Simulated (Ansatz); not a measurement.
Breaking a bond: GeH, doublet.

Computed with: UKS-PBE = unrestricted PBE/cc-pVDZ run with Ansatz (a quantum-chemistry and plane-wave program); UKS-PBE0 = unrestricted PBE0/cc-pVDZ in Ansatz; FCI = full CI/cc-pVDZ, cores with 3d frozen in Ansatz.

Energies relative to the lowest point of each curve near equilibrium, in eV; the last columns give the error against full CI:

| R / Å | UKS-PBE | UKS-PBE0 | FCI | UKS-PBE − FCI | UKS-PBE0 − FCI |
|---|---|---|---|---|---|
| 1.19 | 2.283 | 2.210 | 2.260 | 0.023 | -0.050 |
| 1.28 | 1.230 | 1.165 | 1.189 | 0.041 | -0.024 |
| 1.35 | 0.698 | 0.642 | 0.655 | 0.043 | -0.013 |
| 1.42 | 0.348 | 0.305 | 0.311 | 0.037 | -0.006 |
| 1.52 | 0.079 | 0.057 | 0.059 | 0.020 | -0.002 |
| 1.55 | 0.039 | 0.023 | 0.024 | 0.014 | -0.001 |
| 1.60 | 0.004 | 0.000 | 0.000 | 0.004 | 0.000 |
| 1.63 | 0.000 | 0.003 | 0.002 | -0.002 | 0.001 |
| 1.69 | 0.023 | 0.040 | 0.038 | -0.015 | 0.002 |
| 1.77 | 0.104 | 0.140 | 0.134 | -0.031 | 0.005 |
| 1.88 | 0.279 | 0.342 | 0.329 | -0.050 | 0.013 |
| 1.97 | 0.458 | 0.543 | 0.519 | -0.061 | 0.024 |
| 2.15 | 0.861 | 0.989 | 0.930 | -0.069 | 0.059 |
| 2.44 | 1.525 | 1.710 | 1.553 | -0.028 | 0.156 |
| 2.64 | 1.935 | 2.105 | 1.902 | 0.033 | 0.203 |
| 2.83 | 2.246 | 2.363 | 2.159 | 0.087 | 0.204 |
| 3.21 | 2.614 | 2.648 | 2.476 | 0.138 | 0.172 |
| 3.59 | 2.777 | 2.763 | 2.611 | 0.167 | 0.153 |
| 3.88 | 2.830 | 2.800 | 2.654 | 0.176 | 0.146 |
| 4.29 | 2.859 | 2.822 | 2.680 | 0.180 | 0.142 |
| 4.82 | 2.871 | 2.831 | 2.690 | 0.181 | 0.141 |
| 5.69 | 2.875 | 2.834 | 2.694 | 0.182 | 0.140 |
| 6.43 | 2.876 | 2.835 | 2.694 | 0.181 | 0.140 |

UKS-PBE is furthest from FCI at 5.69 (0.182 eV, above); its mean absolute error over the points is 0.077 eV.

UKS-PBE0 is furthest from FCI at 2.83 (0.204 eV, above); its mean absolute error over the points is 0.078 eV.

The unrestricted determinant behind UKS-PBE is spin-contaminated at 2.83 to 6.43 Å (<S²> up to 1.8, against 0.75 for a pure doublet). The unrestricted determinant behind UKS-PBE0 is spin-contaminated at 2.64 to 6.43 Å (<S²> up to 1.8, against 0.75 for a pure doublet).
